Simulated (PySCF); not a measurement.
Ionisation energy of Ru by level of theory

Ru [Kr] 4d7 5s1 (5F) → Ru⁺ [Kr] 4d7 (4F), as a difference of total energies. Calculation: PySCF 2.14, in aug-cc-pVTZ-DK (9s8p6d3f2g, 102 functions); the spin-free X2C one-electron Hamiltonian (Gaussian nucleus). Correlated levels: valence: [Kr] frozen. The calculations carry no spin-orbit coupling.

```json
{"method": "UHF", "ionisation energy (eV)": "6.296", "error (eV)": "-1.069"}
{"method": "MP2 (valence)", "ionisation energy (eV)": "7.184", "error (eV)": "-0.181"}
{"method": "SCS-MP2 (valence)", "ionisation energy (eV)": "6.911", "error (eV)": "-0.454"}
{"method": "CCSD (valence)", "ionisation energy (eV)": "7.130", "error (eV)": "-0.235"}
{"method": "CCSD(T) (valence)", "ionisation energy (eV)": "7.212", "error (eV)": "-0.153"}
```

Reference: 7.365 eV (measured; NIST levels, between the centres of gravity of the two terms).

Errors of the correlated levels include the incompleteness of this basis and the frozen core.
